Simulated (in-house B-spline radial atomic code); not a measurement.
RPA and G0W0 on r2SCAN: Pb V (Pb4+)

Configuration [Xe] 4f14 5d10, mean-field start r2SCAN. Computed with a B-spline radial code for spherical atoms: all electrons, scalar-relativistic (spin-free one-electron X2C), finite nucleus, each spin shell either full or empty, empty states to l = 9 with an (l + 1/2)⁻⁴ tail; G0W0 by contour deformation at full frequency.

Without the two-electron picture change, the correlation of inner shells comes somewhat too large for so heavy an element.

Command:
```bash
python run_gw.py task.json out
```
Settings (radii: box in bohr, nucleus in fm):
```
Z                        82
electrons                78
configuration            [Xe] 4f14 5d10
hamiltonian              x2c
method                   r2scan
lmax                     9
rms_radius               5.5012
spin_polarised           False
box_radius               11.96
intervals                67
```

Cost of the run: 6.9 s on 1 thread of Arm Neoverse N1, with other jobs on the host.

Energies (hartree):

```json
{"term": "mean-field total", "value": "-20882.71834"}
{"term": "Hartree-Fock functional on these orbitals", "value": "-20876.80008"}
{"term": "direct second order", "value": "-7.9204"}
{"term": "second-order exchange", "value": "1.9588"}
{"term": "SOSEX correction", "value": "1.854"}
```

(1) What is the RPA correlation energy, and what remains with SOSEX?

Quasi-particle levels (eV):

```json
{"level": "5d", "occupied": "yes", "mean field": "-62.06", "Σx - vxc": "-7.74", "Σc": "?", "QP weight": "?", "G0W0": "?"}
{"level": "6s", "occupied": "no", "mean field": "-47.15", "Σx - vxc": "7.08", "Σc": "-2.49", "QP weight": "0.969", "G0W0": "-42.57"}
```

G0W0 = mean field + (Σx - vxc) + Σc, with Σc (partial-wave tail included) taken at the quasi-particle energy. Only the outer levels were computed. Levels of low weight are left out.

(2) Where does G0W0 put 5d?

Answers

(1) RPA gives -7.0108 hartree (-2.45 eV per electron); RPA + SOSEX gives -5.1568, and the second-order doubles -5.9617 hartree (no singles). RPA lacks exchange-type terms and so overcorrelates at short range.

(2) At -69.95 eV, with Σc = -0.15 eV and a quasi-particle weight of 0.942. The tabulated removal energy is 68.8 ± 0.5 eV (NIST, semi-empirical); the calculation leaves out spin-orbit coupling, Breit and QED terms, and what these don't explain is the method's own error.
